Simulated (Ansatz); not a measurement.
CH6AlNSi can be A, `C[N]1[AlH][SiH2]1`, or B, `[SiH3][N]1[CH2][AlH]1`.

Program: Ansatz. Geometries: PBE0-D4/def2-TZVP. ΔE: electronic, gas phase. CCSD(T)/CBS is the MP2 limit (def2-TZVPP, def2-QZVPP) plus CCSD(T) − MP2 in def2-TZVPP, frozen cores. DFT in def2-TZVPP. B3LYP here is the variant with VWN-RPA as its local correlation; programs differ in this.

A:

```xyz
10

C     0.5760   -1.1723   -0.6014
N     0.0040   -0.1333    0.2171
Al   -0.5500    0.4275    1.8067
Si   -0.5230    1.4960   -0.2228
H     0.7828   -2.0701   -0.0124
H     1.5192   -0.8496   -1.0579
H    -0.0992   -1.4576   -1.4168
H    -0.6291   -0.1809    3.2628
H    -1.6343    1.5524   -1.2220
H     0.5537    2.3879   -0.7534
```

B:

Z-matrix (Å, degrees):
```
Si
N 1 1.707
H 1 1.493 2 111.7
H 1 1.493 2 111.6 3 119.4
H 1 1.488 2 109.0 3 -120.3
C 2 1.531 1 123.6 3 -59.8
Al 2 1.743 1 165.7 3 120.1
H 6 1.092 2 114.1 1 -64.4
H 6 1.092 2 114.1 1 64.4
H 7 1.568 2 144.6 1 0.1
```

Q: Which isomer does CCSD(T)/CBS put lower? Give the gap. (Estimate.)

A: The calculation gave: A, by 8.8 kcal/mol.

Q: Give E(B) − E(A) in kcal/mol with B3LYP, LDA (SPW92), B2PLYP, PBE0-D4, ωB97M-V, CCSD/def2-TZVPP, PBE-D4. (Estimate.)

A: The calculation gave: B3LYP 9.4, LDA (SPW92) 13.9, B2PLYP 8.8, PBE0-D4 12.3, ωB97M-V 8.3, CCSD/def2-TZVPP 8.8, PBE-D4 13.0. None reverses the order clearly.

Q: Does the order hold for the free energy at 298.15 K (harmonic terms from PBE0-D4)? (Best estimate.)

A: The calculation gave: Yes: G(B) − G(A) = +6.3 kcal/mol.

Largest T1 diagnostic: 0.015.

From BLYP to BHLYP (50 % exact exchange), in def2-TZVPP and without D4, E(B) − E(A) moves by −1.3 kcal/mol. At CCSD(T), def2-SVP lies +2.5 kcal/mol from the extrapolated value and def2-TZVPP +0.5 kcal/mol.
